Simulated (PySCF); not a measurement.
# Antimony: a sound run and one with changed settings

Sound run: Sb [Kr] 4d10 5s2 5p3, Sb+ [Kr] 4d10 5s2 5p2. All numbers are calculated (PySCF 2.14, scalar relativity by spin-free X2C-1e, in x2c-SVPall (6s5p3d, 36 functions)). In the sound run the correlated levels freeze [Kr] 4d10. The sound run starts from symmetry-adapted Hartree-Fock orbitals and uses a fine grid where one is needed.

Changed run: initial guess sap, at most 50 SCF cycles.

```
species   method  sound run (hartree)  changed run (hartree)  converged
     Sb      UHF          -6477.25596            -6477.25596        yes
     Sb     BP86          -6480.74294            -6480.74294        yes
     Sb  CCSD(T)          -6477.31359            -6477.31359        yes
    Sb+    B3LYP          -6479.75083            -6479.75083        yes
    Sb+      MP2          -6476.97489            -6476.97489        yes
```

Here the plain start reaches the same solutions.
